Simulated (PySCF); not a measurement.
C7H10N2O.
InChI=1S/C7H10N2O/c1-10-7-4-5-8-9(7)6-2-3-6/h4-6H,2-3H2,1H3

Torsions of this conformer, `[CH3:1][O:2][c:3]1[cH:4][cH:5][n:6][n:7]1[CH:8]1[CH2:9][CH2:10]1`: C1–O2–C3–C4 0°, N6–N7–C8–C9 -29°.

The closed-shell ground state was solved at several levels (PySCF, density fitting, gas phase, non-relativistic). One conformer (not necessarily the lowest) at the PBE0-D3(BJ)/def2-SVP geometry, without solvent, vibrations or thermal averaging.

```
         level  basis functions  total energy (Eh)  HOMO (eV)  LUMO (eV)  gap (eV)  dipole (D)
 PBE0/pcSseg-1              220          -456.8452      -6.30       0.90      7.20        2.97
B97-2/pcSseg-1              220          -457.2076      -6.05       0.84      6.89        2.96
```

(1) Estimate the row for PBE0/def2-SVPD, a basis of 283 functions; the other rows only guide the guess.

(2) Over all these levels, which gives the widest orbital gap and which the narrowest?

(3) How far do the dipole and the HOMO energy spread over the levels?

Answers

(1) Total energy -456.5975 Eh, HOMO -6.35 eV, LUMO 0.65 eV, gap 7.00 eV, dipole 2.86 D.

(2) PBE0/pcSseg-1 (global hybrid, 25 % exact exchange) has the widest, 7.20 eV, and B97-2/pcSseg-1 (global hybrid, 21 % exact exchange) the narrowest, 6.89 eV. The two share the basis. From the narrowest to the widest the HOMO moves by -0.25 eV and the LUMO by +0.06 eV.

(3) The dipole runs from 2.86 to 2.97 D (mean 2.93 D) and the HOMO from -6.35 to -6.05 eV.
